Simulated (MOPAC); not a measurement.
MOPAC input (AM1):

```
AM1 FORCE THERMO(298,298) PRECISE LET UHF MS=0.5 GEO-OK AUX(PRECISION=9) THREADS=1
H3BN

B    -0.80545428 1    0.00898568 1   -0.02042092 1
N     0.50883790 1   -0.09196945 1    0.00886528 1
H    -1.53254138 1    0.96719588 1    0.00557582 1
H     1.13735200 1    0.67004079 1    0.06076303 1
H     0.92439889 1   -0.98550327 1   -0.02216764 1
```

Output:

```
 *******************************************************************************
 **                                                                           **
 **                              MOPAC v23.2.5                                **
 **                                                                           **
 *******************************************************************************
 ** MOPAC's Digital Object Identifier: https://doi.org/10.5281/zenodo.6511958 **
 **                                                                           **
 ** Please cite the open-source release paper for use of this MOPAC version:  **
 ** J. E. Moussa and J. J. P. Stewart (2026)                                  **
 ** MOPAC: An open-source semiempirical molecular orbital program             **
 ** J. Open Source Softw., 11(119), 8025, https://doi.org/10.21105/joss.08025 **
 *******************************************************************************

                              AM1 CALCULATION RESULTS

 *******************************************************************************
 *  AM1        - The AM1 Hamiltonian to be used
 *  GEO-OK     - OVERRIDE INTERATOMIC DISTANCE AND OTHER SAFETY CHECKS
 *  UHF        - UNRESTRICTED HARTREE-FOCK CALCULATION
 *  MS=        - IN MECI, MAGNETIC COMPONENT OF SPIN =  0.5
 *  LET        - OVERRIDE SOME SAFETY CHECKS
 *  PRECISE    - TIGHTER CRITERIA TO BE USED
 *  FORCE      - FORCE CALCULATION SPECIFIED
 *  AUX        - OUTPUT AUXILIARY INFORMATION
 *  THERMO     - THERMODYNAMIC QUANTITIES TO BE CALCULATED
 *******************************************************************************
AM1 FORCE THERMO(298,298) PRECISE LET UHF MS=0.5 GEO-OK AUX(PRECISION=9) THREADS=1
 H3BN

   ATOM   CHEMICAL          X               Y               Z
  NUMBER   SYMBOL      (ANGSTROMS)     (ANGSTROMS)     (ANGSTROMS)

     1       B         -0.80545428  *   0.00898568  *  -0.02042092  *
     2       N          0.50883790  *  -0.09196945  *   0.00886528  *
     3       H         -1.53254138  *   0.96719588  *   0.00557582  *
     4       H          1.13735200  *   0.67004079  *   0.06076303  *
     5       H          0.92439889  *  -0.98550327  *  -0.02216764  *

          CARTESIAN COORDINATES

    NO.       ATOM           X           Y           Z

     1         B         -0.8055      0.0090     -0.0204
     2         N          0.5088     -0.0920      0.0089
     3         H         -1.5325      0.9672      0.0056
     4         H          1.1374      0.6700      0.0608
     5         H          0.9244     -0.9855     -0.0222

  H: (AM1): M.J.S. DEWAR ET AL, J. AM. CHEM. SOC. 107 3902-3909 (1985)
  B: (AM1): M.J.S. DEWAR ET AL, ORGANOMETALLICS, 7, 513-521 (1988)
  N: (AM1): M.J.S. DEWAR ET AL, J. AM. CHEM. SOC. 107 3902-3909 (1985)

           Empirical Formula: H3 N B  =     5 atoms

      MOLECULAR POINT GROUP   :   Cs

          UHF CALCULATION, NO. OF ALPHA ELECTRONS =    6
                           NO. OF BETA  ELECTRONS =    5

          HEAT OF FORMATION =      16.411182 KCALS/MOLE
[...]
 TRANSITION DIPOLE   0.3828         N 2 -- H 4         +25.5% ( 58.5%)      9.2%
 TRAVEL (Ang.)       0.2649         B 1 -- N 2         +22.6% ( 55.0%)      0.5%
 REDUCED MASS        0.8927         N 2 -- H 5         +21.5% ( 53.7%)     25.6%
 EFFECTIVE MASS      4.6923
 FORCE CONSTANT      0.6097

 VIBRATION          5    3A'         ATOM PAIR     ENERGY CONTRIBUTION    RADIAL
 FREQUENCY          1495.80         B 1 -- N 2         +54.7% ( 87.8%)     99.5%
 TRANSITION DIPOLE   1.1284         B 1 -- H 3         +21.3% ( 54.8%)     15.7%
 TRAVEL (Ang.)       0.1290         N 2 -- H 4         +12.7% ( 42.2%)     76.7%
 REDUCED MASS        2.7090         N 2 -- H 5         +11.3% ( 39.9%)    100.0%
 EFFECTIVE MASS      8.6574
 FORCE CONSTANT      3.5711

 VIBRATION          6    4A'         ATOM PAIR     ENERGY CONTRIBUTION    RADIAL
 FREQUENCY          1686.29         N 2 -- H 5         +35.1% ( 64.2%)      3.9%
 TRANSITION DIPOLE   0.7829         N 2 -- H 4         +31.2% ( 60.5%)      6.8%
 TRAVEL (Ang.)       0.1713         B 1 -- N 2         +29.4% ( 58.7%)     99.9%
 REDUCED MASS        1.3621         B 1 -- H 3          +4.4% ( 22.6%)     12.6%
 EFFECTIVE MASS      5.2533
 FORCE CONSTANT      2.2820

 VIBRATION          7    5A'         ATOM PAIR     ENERGY CONTRIBUTION    RADIAL
 FREQUENCY          3077.11         B 1 -- H 3         +97.8% ( 99.8%)     99.9%
 TRANSITION DIPOLE   0.8037         B 1 -- N 2          +2.0% ( 14.4%)     60.8%
 TRAVEL (Ang.)       0.1542
 REDUCED MASS        0.9218
 EFFECTIVE MASS      1.5996
 FORCE CONSTANT      5.1423

 VIBRATION          8    6A'         ATOM PAIR     ENERGY CONTRIBUTION    RADIAL
 FREQUENCY          3482.50         N 2 -- H 4         +90.9% ( 96.7%)     99.7%
 TRANSITION DIPOLE   0.4737         N 2 -- H 5          +8.4% ( 29.4%)     85.2%
 TRAVEL (Ang.)       0.1525         B 1 -- N 2          +0.7% (  8.6%)     13.4%
 REDUCED MASS        0.8325
 EFFECTIVE MASS      1.4585
 FORCE CONSTANT      5.9486

 VIBRATION          9    7A'         ATOM PAIR     ENERGY CONTRIBUTION    RADIAL
 FREQUENCY          3560.18         N 2 -- H 5         +92.7% ( 95.7%)     99.8%
 TRANSITION DIPOLE   0.6744         N 2 -- H 4          +6.8% ( 25.8%)     63.1%
 TRAVEL (Ang.)       0.1526         B 1 -- N 2          +0.5% (  7.0%)     48.5%
 REDUCED MASS        0.8134
 EFFECTIVE MASS      1.2963
 FORCE CONSTANT      6.0741

      SYMMETRY NUMBER FOR POINT-GROUP Cs  =  1

          SYSTEM IS A GROUND STATE

 H3BN

          MOLECULE IS NOT LINEAR

          THERE ARE  9 GENUINE VIBRATIONS IN THIS SYSTEM
          THIS THERMODYNAMICS CALCULATION IS LIMITED TO
          MOLECULES WHICH HAVE NO INTERNAL ROTATIONS

                    CALCULATED THERMODYNAMIC PROPERTIES
                                          *
   TEMP. (K)   PARTITION FUNCTION   H.O.F.    ENTHALPY  HEAT CAPACITY ENTROPY
                                   KCAL/MOL   CAL/MOLE    CAL/K/MOL  CAL/K/MOL

 298.00  VIB.     0.1125D+01                   243.1718     2.9682     1.0500
         ROT.     0.1811D+04                   888.2803     2.9808    17.8876
         INT.     0.2037D+04                  1131.4521     5.9490    18.9376
         TRA.     0.1420D+27                  1480.4672     4.9680    35.9042
         TOT.                       16.411    2611.9193    10.9170    54.8419

   *: NOTE: HEATS OF FORMATION ARE RELATIVE TO THE
            ELEMENTS IN THEIR STANDARD STATE AT 298K
              (=  Standard Enthalpy of Formation).

            Hvib:  Zero-point energy is not included.
                   frequencies of less than zero cm-1 are not included.
            Hrot = (3/2)RT
            Htra = (3/2)RT + pV = (5/2)RT

            Heat capacity is Cp, not Cv

          For more information, see: HTTP://OpenMOPAC.net/Manual/thermochemistry.html

           FORCE CONSTANT IN CARTESIAN COORDINATES (Millidynes/A)

    ATOM   CHEMICAL       X               Y               Z
   NUMBER   SYMBOL  FORCE CONSTANT  FORCE CONSTANT  FORCE CONSTANT

      1       B       11.613078        4.286199        0.407667
      2       N       13.243819       10.118113        0.787980
      3       H        2.538356        2.941190        0.152350
      4       H        2.823986        4.895113        0.125626
      5       H        2.404060        5.594641        0.171108

 **********************
 *                    *
 * JOB ENDED NORMALLY *
 *                    *
 **********************

 == MOPAC DONE ==
```
